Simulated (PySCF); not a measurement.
**Löwdin shares of the frontier orbitals**

C4H5ClOSi.
Cartesian coordinates in Å at the GFN2-xTB level; atoms count from 1:
```xyz
12
C4H5ClOSi angstrom
Cl     3.1259   -0.7824    0.0048
C      1.8608    0.3381    0.3546
C      0.5756    0.0996    0.1059
C      0.0217   -1.1044   -0.4842
C     -1.3050   -1.0635   -0.6157
O     -1.9630    0.0507   -0.1995
Si    -0.9384    1.1966    0.4182
H      2.2174    1.2540    0.7968
H      0.6275   -1.9397   -0.7836
H     -1.9414   -1.8313   -1.0241
H     -1.0144    2.3838   -0.4228
H     -1.2655    1.3979    1.8235
```

Level of theory: PySCF, TDDFT wB97X-D/def2-SVPD, vertical, gas phase, core orbitals frozen in the response.

Frontier orbitals with the atoms that hold most of them (Löwdin shares over 4%, at most four atoms; ? is withheld):

```tsv
orbital	ε (eV)	atoms
LUMO+2	2.10	Si7 44%, H12 8%, H11 8%, C5 7%
LUMO+1	1.48	Si7 38%, H12 12%, H11 12%, O6 9%
LUMO	?	?
HOMO	-8.09	C2 19%, C4 19%, C5 17%, C3 13%
HOMO-1	-10.51	?
HOMO-2	-10.83	Cl1 74%, C2 8%, C3 7%
HOMO-3	-11.06	C3 25%, Si7 15%, Cl1 15%, C4 11%
```

(1) Which atoms hold the HOMO-1, and with what shares?

(2) Which atoms hold the LUMO, and with what shares?

(3) What is the LUMO energy, and the HOMO–LUMO gap?

## Answers

(1) Cl1 (bonded to C) 32%; C3 (bonded to 2 C and Si) 18%; C4 (bonded to 2 C and H) 17%; O6 (bonded to C and Si) 14%. By element: carbon 35% or more, chlorine 32%, oxygen 14%.

(2) C2 (bonded to C, Cl and H) 26%; C5 (bonded to C, O and H) 21%; C3 (bonded to 2 C and Si) 18%; C4 (bonded to 2 C and H) 9%.

(3) ε(LUMO) = 0.49 eV; the gap is 8.58 eV (0.3153 hartree).

Q: The HOMO–LUMO gap is 8.58 eV. Where does the response calculation put the lowest singlet, and from which orbitals?

A: S1 is at 4.85 eV (f = 0.398), 3.74 eV below the gap, made of HOMO→LUMO (96%). Without the coupling terms of the response equations the lowest excitation would equal the gap.

Q: One configuration dominates each of S1, S2, S6 and S7. Which, and how do the shares of the two leading atoms of either orbital change from the occupied to the empty one?

A: 
- S1 (4.85 eV, f 0.398), HOMO→LUMO (96%): C2 19% → 26%, C4 19% → 9%, C5 17% → 21%
- S2 (5.38 eV, f 0.0028), HOMO→LUMO+1 (96%): C2 19% → at most 10%, C4 19% → at most 10%, Si7 at most 13% → 38%, H12 at most 13% → 12%
- S6 (6.65 eV, f 0.069), HOMO-1→LUMO (89%): Cl1 32% → at most 9%, C3 18% → 18%, C2 at most 15% → 26%, C5 at most 15% → 21%
- S7 (6.81 eV, f 0.0002), HOMO-2→LUMO (71%): Cl1 74% → at most 9%, C2 8% → 26%, C5 at most 4% → 21%

Löwdin shares depend on the basis, the more so with diffuse functions.
